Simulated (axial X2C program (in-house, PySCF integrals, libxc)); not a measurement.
AlMo: cheaper levels and CCSD(T), two-component

Computed with an in-house relativistic program for diatomic molecules. Two-component (2c) means X2C with spin–orbit coupling and atomic mean-field two-electron Coulomb and Gaunt terms. Basis: Mo dyall-cv3z [11s12p9d5f3g], Al dyall-v3z [8s8p2d1f] (cores contracted in-house); Gaussian nuclei, density fitting, unrestricted open shells. Masses: Mo 97.905 u, Al 26.982 u.

State: Ω = 5/2 (⟨Sz⟩ = 2.50, ⟨Lz⟩ = 0.00 at HF); fragments Mo + Al.

```json
{"level": "PBE0", "Re (Å)": "2.743", "ωe (cm⁻¹)": "218.0", "De (eV)": "1.23"}
{"level": "CCSD", "Re (Å)": "2.791", "ωe (cm⁻¹)": "209.9", "De (eV)": "1.01"}
{"level": "PBE", "Re (Å)": "2.696", "ωe (cm⁻¹)": "234.7", "De (eV)": "1.53"}
```

Correlated methods: 9 electrons correlated (number of frozen shells: Mo 4 s, 3 p, 1 d; Al 2 s, 1 p), 265 virtual spin orbitals or spinors in MP2, 90 natural virtuals in coupled cluster.

CCSD(T), same Hamiltonian and basis:

Re = 2.754 Å, ωe = 223.9 cm⁻¹, De = 1.16 eV; T1 = 0.054 (Lee–Taylor normalisation).

Q: Give the differences from CCSD(T) in the columns below.

A: 

```tsv
level	ΔRe (Å)	Δωe (cm⁻¹)	ΔDe (eV)
PBE0	-0.011	-5.9	0.07
CCSD	0.037	-14.0	-0.15
PBE	-0.058	10.8	0.37
```

The state is one determinant whose occupation by symmetry is held fixed; it was picked as the lowest of a PBE0 search that is not exhaustive. De is counted from the lowest determinant-based energies of the atoms at the same level, without counterpoise correction. Density functionals use the spin component along the axis (collinear). CCSD and (T) use frozen natural virtuals with an MP2 correction for the truncation; (T) itself is uncorrected, so its De runs slightly low. A 2c atom that is not at its ground J level misses part of its spin–orbit lowering, and De is too large by that part (0.04 eV or less for light atoms). This holds for PBE0, PBE. Other states lie close and PBE0, whose exact exchange favours high spin, may order them wrongly; the determinant shown need not be the ground state. The nearest other 2c determinant of the search, Ω = 7/2, lies 0.37 eV up at the distance of the search. The functionals have no current-density term, which raises determinants with orbital currents, atoms included. With several unpaired electrons one determinant need not be a pure state. This is the top spin component of a Σ state; components of lower Ω are not single determinants and can lie lower. The determinant is spin-polarised beyond a pure state at some levels (its spin-free form has ⟨S²⟩ too high), which makes Re and μ there less reliable. The T1 diagnostic is large, a sign of multireference character. With the outer-core shells frozen, correlated bond lengths of heavy atoms tend to come out a few hundredths of an ångström too long.
